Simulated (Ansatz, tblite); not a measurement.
Spin states of the cluster Mo3P3 (the lowest doublet isomer of a short search), each relaxed with PBE0-D4/def2-SVP in Ansatz. Electronic energies in the gas phase.

In the def2 sets Mo takes a core potential; there is no spin–orbit coupling. The xTB rows come from tblite. The structure comes from a short search, and lower isomers may exist.

Doublet geometry (Cs within 0.1 Å):

```xyz
6

Mo   -1.468    0.432   -0.007
Mo    0.019    0.218    1.515
Mo    0.910    0.324   -0.848
P     0.019    2.304    0.308
P    -0.510   -1.530   -1.270
P     1.029   -1.748    0.301
```

Quartet geometry:

Cartesian coordinates in Å:
```
Mo -1.2223 0.6032 0.8296
Mo 0.7112 -0.0559 1.3577
Mo 0.7069 0.3040 -1.2378
P 0.4205 2.1735 0.2382
P -1.2684 -1.1057 -0.8993
P 0.6522 -1.9191 -0.2884
```

⟨S²⟩: doublet 0.80 at PBE0-D4/def2-TZVP (pure 0.75), quartet 3.90 at PBE0-D4/def2-TZVP (pure 3.75).

Run but left out: HF/STO-3G, HF/def2-TZVP, MP2/def2-TZVP (doublet: ⟨S²⟩ 4.20 to 4.62, where a pure state has 0.75); LC-ωPBE/def2-TZVP (quartet: ⟨S²⟩ 4.45, where a pure state has 3.75).

Only these spin states were relaxed. Higher spins weren't run and may lie lower.

```json
{"level": "GFN1-xTB", "quartet − doublet (kJ/mol)": "153.6", "lowest of these": "doublet", "remarks": "–"}
{"level": "GFN2-xTB", "quartet − doublet (kJ/mol)": "118.0", "lowest of these": "doublet", "remarks": "–"}
{"level": "PBE-D4/def2-TZVP", "quartet − doublet (kJ/mol)": "28.7", "lowest of these": "doublet", "remarks": "–"}
{"level": "r2SCAN-D4/def2-TZVP", "quartet − doublet (kJ/mol)": "18.6", "lowest of these": "doublet", "remarks": "spin-contaminated (⟨S²⟩ 3.87) (quartet)"}
{"level": "PBE0-D4/def2-TZVP", "quartet − doublet (kJ/mol)": "17.5", "lowest of these": "doublet", "remarks": "spin-contaminated (⟨S²⟩ 3.90) (quartet)"}
```

Change of the quartet − doublet gap on mixing in exact exchange, in kJ/mol: PBE to PBE0 (25 % exact exchange) -11.2.

The xTB methods have no term that favours high spin, so they put low spin too low.
